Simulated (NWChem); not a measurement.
Two isomers of C₃H₅FSi, each optimised at PBE0/def2-SVP with NWChem. Flexible species stand in one conformer each, which need not be the lowest. 

A: F[C@@H]1C=C[SiH2]1
B: C#C[Si@H](C)F

Task: Which is lower in energy, by how much, and how do their other properties compare?

Result: B is lower by 39.2 kcal/mol in electronic energy; with zero-point energies, B − A = -39.7 kcal/mol.
```csv
,A,B
highest occupied level (eV),-7.81,-8.28
orbital gap (eV),7.29,7.97
dipole (D),1.68,1.98
highest harmonic frequency (cm⁻¹),3238,3473
zero-point energy (kcal/mol),43.1,42.6
```
